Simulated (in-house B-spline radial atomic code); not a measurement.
Successive ionisation energies of cadmium; each step leads to the configuration of the next row (after the last: [Kr] 4d2). Dirac energy differences include first-order Breit, QED and recoil terms. NIST's values go from ground level to ground level; the uncertainty of those that are theory runs from under 0.1 % in few-electron ions to several per cent in heavy many-electron ones. Computed with a B-spline radial code for spherical atoms: Dirac-Hartree-Fock, average of the configuration, finite nuclei.

```json
{"ion": "Cd", "configuration": "[Kr] 4d10 5s2", "ionisation energy (eV)": "7.34", "tabulated value (eV)": "8.99382", "tabulated kind": "measured", "computed minus tabulated (eV)": "-1.65", "highest orbital": "5s1/2", "largest mean radius (bohr)": "3.0888"}
{"ion": "Cd+", "configuration": "[Kr] 4d10 5s1", "ionisation energy (eV)": "?", "tabulated value (eV)": "?", "tabulated kind": "measured", "computed minus tabulated (eV)": "?", "highest orbital": "?", "largest mean radius (bohr)": "?"}
{"ion": "Cd2+", "configuration": "[Kr] 4d10", "ionisation energy (eV)": "36.10", "tabulated value (eV)": "37.468", "tabulated kind": "measured", "computed minus tabulated (eV)": "-1.37", "highest orbital": "4d5/2", "largest mean radius (bohr)": "1.2474"}
{"ion": "Cd3+", "configuration": "[Kr] 4d9", "ionisation energy (eV)": "?", "tabulated value (eV)": "?", "tabulated kind": "tabulated theory", "computed minus tabulated (eV)": "?", "highest orbital": "?", "largest mean radius (bohr)": "?"}
{"ion": "Cd4+", "configuration": "[Kr] 4d8", "ionisation energy (eV)": "69.77", "tabulated value (eV)": "67.9", "tabulated kind": "tabulated theory", "computed minus tabulated (eV)": "1.87", "highest orbital": "4d5/2", "largest mean radius (bohr)": "1.1532"}
{"ion": "Cd5+", "configuration": "[Kr] 4d7", "ionisation energy (eV)": "88.20", "tabulated value (eV)": "87", "tabulated kind": "tabulated theory", "computed minus tabulated (eV)": "1.20", "highest orbital": "4d5/2", "largest mean radius (bohr)": "1.1161"}
{"ion": "Cd6+", "configuration": "[Kr] 4d6", "ionisation energy (eV)": "107.58", "tabulated value (eV)": "105", "tabulated kind": "tabulated theory", "computed minus tabulated (eV)": "2.58", "highest orbital": "4d5/2", "largest mean radius (bohr)": "1.0833"}
{"ion": "Cd7+", "configuration": "[Kr] 4d5", "ionisation energy (eV)": "?", "tabulated value (eV)": "?", "tabulated kind": "tabulated theory", "computed minus tabulated (eV)": "?", "highest orbital": "?", "largest mean radius (bohr)": "?"}
{"ion": "Cd8+", "configuration": "[Kr] 4d4", "ionisation energy (eV)": "148.94", "tabulated value (eV)": "150", "tabulated kind": "tabulated theory", "computed minus tabulated (eV)": "-1.06", "highest orbital": "4d5/2", "largest mean radius (bohr)": "1.0269"}
{"ion": "Cd9+", "configuration": "[Kr] 4d3", "ionisation energy (eV)": "170.84", "tabulated value (eV)": "173", "tabulated kind": "tabulated theory", "computed minus tabulated (eV)": "-2.16", "highest orbital": "4d5/2", "largest mean radius (bohr)": "1.0021"}
```

Q: Fill in the row of Cd+.

A: ionisation energy (eV): 15.54; tabulated value (eV): 16.90831; computed minus tabulated (eV): -1.37; highest orbital: 5s1/2; largest mean radius (bohr): 2.7773.

Q: Fill in the row of Cd3+.

A: ionisation energy (eV): 52.36; tabulated value (eV): 51; computed minus tabulated (eV): 1.36; highest orbital: 4d5/2; largest mean radius (bohr): 1.1961.

Q: Fill in the row of Cd7+.

A: ionisation energy (eV): 127.84; tabulated value (eV): 130.1; computed minus tabulated (eV): -2.26; highest orbital: 4d5/2; largest mean radius (bohr): 1.0538.

Q: Where is the largest jump?

A: From Cd+ to Cd2+, by a factor of 2.32 (15.543 to 36.098 eV); the highest orbital goes from 5s1/2 to 4d5/2.

Where a p, d or f electron is removed, the computed value is a mean over both j, so it misses the tabulated one by a part of the spin-orbit splitting; averaging over terms and missing correlation add to the gap, relatively most at low charge.
